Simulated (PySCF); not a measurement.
1,1,2,2-tetrafluoroethane (C₂H₂F₄), SMILES FC(F)C(F)F.

Geometry optimised at B3LYP-D3(BJ)/def2-SVP. One conformer was computed; it need not be the lowest.

Two levels are set side by side: PBE/def2-TZVP (PySCF) and B3LYP/def2-TZVP (PySCF). Same geometry, gas phase. Differences are taken from unrounded values.

```csv
quantity,B3LYP
orbital gap (eV),10.77
highest occupied level (eV),-9.68
lowest empty level (eV),1.08
mean polarisability (bohr³),27.9
```

What does PBE give, and how far is it from B3LYP? (The exact figures need the calculation; the answer reports its results.)


```csv
quantity,PBE,PBE minus B3LYP
orbital gap (eV),8.47,-2.29
highest occupied level (eV),-8.07,1.61
lowest empty level (eV),0.40,-0.68
mean polarisability (bohr³),29.1,1.2
```

PBE's occupied levels lie high since its potential decays too fast outside the molecule; exact exchange lowers them and widens the gap. PBE's more diffuse valence density responds more strongly to a field. Differences between two approximate levels are no errors against the true value.

Rough cost on one machine, each run with all the roots and properties that it gave: B3LYP against PBE within a factor of 2.
